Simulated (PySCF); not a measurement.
Job file and geometry (Å, from GFN2-xTB) of an NMR shielding run on `B(NCC)CN([SiH3])[SiH3]`, C3H15BN2Si2, GIAO PBE0/pcSseg-1 NMR shielding, non-relativistic, gas phase in PySCF 2.14.0, density-fitted response routines; density fitting, a coarse starting grid and PySCF grid level 2 are the driver's defaults:

```
$ OMP_NUM_THREADS=1 python probes_run.py task.json out

{"job": {"kind": "nmr", "xc": "PBE0", "basis": "pcSseg-1"}, "charge": 0, "multiplicity": 1}
C      3.789171    -0.097263     0.058956
C      2.512587     0.432036     0.710749
N      1.355472     0.202680    -0.127170
B      0.280623    -0.625694     0.107552
C     -0.892849    -0.705963    -0.967818
N     -2.116685    -0.087583    -0.439301
Si    -2.085090     1.636784    -0.325963
Si    -3.205455    -1.129789     0.411020
H      4.645934     0.088338     0.701224
H      3.704281    -1.167658    -0.112158
H      3.959453     0.392731    -0.897745
H      2.347039    -0.072157     1.664304
H      2.620883     1.506722     0.903784
H      1.413895     0.718404    -0.995490
H      0.222632    -1.222559     1.115437
H     -0.634931    -0.189080    -1.900357
H     -1.124489    -1.741293    -1.237440
H     -1.629384     2.142773    -1.628583
H     -3.448727     2.062530    -0.031597
H     -1.166268     2.138259     0.709786
H     -4.451841    -0.384413     0.567613
H     -2.708833    -1.552892     1.728421
H     -3.392171    -2.317928    -0.430050
```

Q: Write the output of this run.

A: 
```
coarse grid: 19016 points
cycle   1  E = -836.0241289188  dE =  5.468e-01  |g| = 4.990e-01  |ddm| = 4.088e+00
cycle   2  E = -835.9857750186  dE =  3.835e-02  |g| = 6.545e-01  |ddm| = 1.127e+00
cycle   3  E = -836.0829809996  dE = -9.721e-02  |g| = 1.150e-01  |ddm| = 7.210e-01
cycle   4  E = -836.0856556336  dE = -2.675e-03  |g| = 3.206e-02  |ddm| = 1.154e-01
cycle   5  E = -836.0858744710  dE = -2.188e-04  |g| = 1.066e-02  |ddm| = 3.186e-02
cycle   6  E = -836.0858963027  dE = -2.183e-05  |g| = 3.748e-03  |ddm| = 9.347e-03
cycle   7  E = -836.0858992546  dE = -2.952e-06  |g| = 6.588e-04  |ddm| = 2.827e-03
final grid: 171248 points
cycle   8  E = -836.1251470469  dE = -4.017e-05  |g| = 8.716e-03  |ddm| = 2.785e-02
cycle   9  E = -836.1251357579  dE =  1.129e-05  |g| = 1.119e-02  |ddm| = 1.756e-02
cycle  10  E = -836.1251656579  dE = -2.990e-05  |g| = 1.449e-03  |ddm| = 1.026e-02
cycle  11  E = -836.1251660978  dE = -4.398e-07  |g| = 2.583e-04  |ddm| = 1.260e-03
cycle  12  E = -836.1251661107  dE = -1.291e-08  |g| = 7.815e-05  |ddm| = 2.384e-04
cycle  13  E = -836.1251661119  dE = -1.193e-09  |g| = 3.281e-05  |ddm| = 8.224e-05
cycle  14  E = -836.1251661121  dE = -2.187e-10  |g| = 7.330e-06  |ddm| = 2.611e-05
converged SCF energy = -836.1251661121

GIAO shielding tensors (ppm)
atom      isotropic    diamagn.    paramagn.     s11        s22        s33       span
  0 C      164.478     245.849     -81.371    146.689    160.684    186.060     39.371
  1 C      139.216     241.984    -102.768    118.477    129.747    169.425     50.949
  2 N      113.082     326.034    -212.952      4.568    147.155    187.523    182.955
  3 B       66.135     198.746    -132.611     31.074     54.208    113.123     82.050
  4 C      140.758     252.319    -111.562    121.496    131.672    169.106     47.610
  5 N      267.340     328.796     -61.456    255.498    262.112    284.411     28.913
  6 Si     397.739     881.623    -483.883    345.976    365.390    481.852    135.876
  7 Si     394.566     880.341    -485.776    335.789    365.782    482.126    146.337
  8 H       30.534      25.784       4.750     26.390     27.393     37.820     11.430
  9 H       30.555      28.922       1.633     27.027     29.103     35.536      8.509
 10 H       30.567      28.523       2.044     26.933     29.104     35.664      8.731
 11 H       28.388      30.826      -2.438     23.971     29.088     32.105      8.134
 12 H       28.256      29.960      -1.703     22.863     28.413     33.492     10.629
 13 H       27.415      37.750     -10.336     22.138     29.628     30.478      8.340
 14 H       26.849      34.764      -7.915     24.332     26.456     29.758      5.426
 15 H       29.408      35.008      -5.600     25.503     28.287     34.435      8.932
 16 H       28.836      34.169      -5.333     24.406     28.662     33.441      9.035
 17 H       27.225      31.279      -4.054     24.634     24.770     32.271      7.637
 18 H       27.033      30.608      -3.575     23.252     25.693     32.154      8.901
 19 H       26.991      31.706      -4.714     23.325     26.038     31.611      8.286
 20 H       26.961      29.369      -2.408     23.172     25.582     32.130      8.958
 21 H       26.785      29.836      -3.052     22.806     25.208     32.340      9.534
 22 H       27.055      29.515      -2.461     23.699     25.205     32.260      8.561
```

Size and cost of the density-fitted run: 225 basis functions, 110 s wall time on 1 thread of an Arm Neoverse N1, shared host; peak memory 1.1 GiB.
